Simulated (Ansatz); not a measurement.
Molecule: NiO, charge 0, multiplicity 3. The spin state was set by rule; other spins were not relaxed. 
Geometry from a B3LYP-D3(BJ)/def2-TZVP (Ansatz, a program for electronic structure) optimisation:
SMILES: [O]=[Ni]
```xyz
2

Ni     0.0000     0.0000    -0.3612
O      0.0000     0.0000     1.2643
```
Charge 0, spin multiplicity 3.

Total electronic energies in hartree. Valence correlation only, unless marked. UHF or UKS for open shells. Spin-orbit coupling is left out. Frozen are the shells of the preceding noble gas and the d and f shells that filled before the atom's block. No relativistic terms.  The program attaches cautions to a run behind HF/STO-3G: large difference. The program attaches cautions to a run behind CCSD/6-31G: large difference. The program attaches cautions to a run behind CCSD/6-31G*: large difference.

The UHF reference is spin-contaminated (<S^2> 0.25 over the pure value in the largest basis). The Hartree-Fock reference is unstable (checked in the largest basis), which strains HF and MP2. The T1 diagnostic of CCSD in the largest basis is 0.092, which is high, so the coupled-cluster rows are less sure than usual.

| level | program | energy (Eh) |
|---|---|---|
| HF/STO-3G | Ansatz | -1564.07457 |
| RI-HF/def2-QZVPPD | Ansatz | -1581.70390 |
| BLYP-D4/def2-TZVPD | Ansatz + dftd4 | -1583.63397 |
| revPBE-D4/def2-TZVPD | Ansatz + dftd4 | -1583.42600 |
| revPBE/def2-TZVPD | Ansatz | -1583.42296 |
| B3LYP/def2-TZVPD | Ansatz | -1583.55827 |
| PBE0-D4/def2-TZVP | Ansatz + dftd4 | -1583.18304 |
| BHLYP-D4/def2-TZVPD | Ansatz + dftd4 | -1583.39247 |
| r2SCANh-D4/def2-TZVPD | Ansatz + dftd4 | -1583.43432 |
| B2GP-PLYP-D4/def2-TZVPD | Ansatz + dftd4 | -1582.97511 |
| RI-MP2/def2-TZVPP | Ansatz | -1582.18217 |
| CCSD/6-31G | Ansatz | -1581.65424 |
| CCSD/6-31G* | Ansatz | -1581.76728 |
| CCSDT/def2-SVP | Ansatz | -1581.77690 |

Totals of different functionals don't rank their quality; only differences between species are comparable.
